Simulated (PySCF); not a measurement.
## Converging TlS in the basis (CCSD(T))

PySCF, UHF reference; doublet, unpaired electrons π ↑; De to Tl + S without counterpoise correction. Frozen cores follow the default of each basis and core potential.

```tsv
basis	relativity	functions	Re (Å)	ωe (cm⁻¹)	De (eV)	frozen orbitals
def2-SVP	scalar-relativistic core potentials	44	2.617	276	2.47	9
cc-pVDZ-PP/cc-pV(D+d)Z	scalar-relativistic core potentials	46	2.625	266	2.47	9
def2-SVPD	scalar-relativistic core potentials	59	2.661	257	2.68	9
aug-cc-pVDZ-PP/aug-cc-pV(D+d)Z	scalar-relativistic core potentials	64	2.651	257	2.71	9
x2c-TZVPPall	spin-free X2C	125	2.595	269	2.81	39
```

Question: How does each smaller set differ from the one with most functions, x2c-TZVPPall?

Answer: def2-SVP: +2.2 pm, +2.6 % in ωe, -0.34 eV in De; cc-pVDZ-PP/cc-pV(D+d)Z: +3.0 pm, -1.1 % in ωe, -0.34 eV in De; def2-SVPD: +6.6 pm, -4.5 % in ωe, -0.13 eV in De; aug-cc-pVDZ-PP/aug-cc-pV(D+d)Z: +5.6 pm, -4.5 % in ωe, -0.10 eV in De. All at CCSD(T); the set with most functions is neither the basis-set limit nor always the best. The rows treat relativity differently, so the differences are not basis effects alone.

Correlated steps freeze the inner cores (9 to 39 orbitals); shallow outer-core shells are correlated. Correlated levels converge slowly with the basis: in double zeta they bind strong bonds too weakly, by up to about 1 eV, and carry superposition errors of some tenths. These are scalar-relativistic numbers at best; spin–orbit coupling would shift them, the dissociation energy most. The state is the lowest determinant that a PBE0 search found; another state may lie lower at other levels.
